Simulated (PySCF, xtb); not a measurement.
ZnI2, SMILES [Zn]([I])[I].

Harmonic wavenumbers (cm⁻¹) from GFN2-xTB (xtb) at its own minimum, in rising order: 36, 36, 144, 319.

Task: What does PBE0-D3(BJ)/def2-SVP in PySCF give at its own minimum? (Estimate from the structure and the level; the computed values follow.)

Result: 65, 65, 156, 340. Paired by order, the mean absolute difference is 22 cm⁻¹ and the zero-point energies are 0.8 and 0.9 kcal/mol.
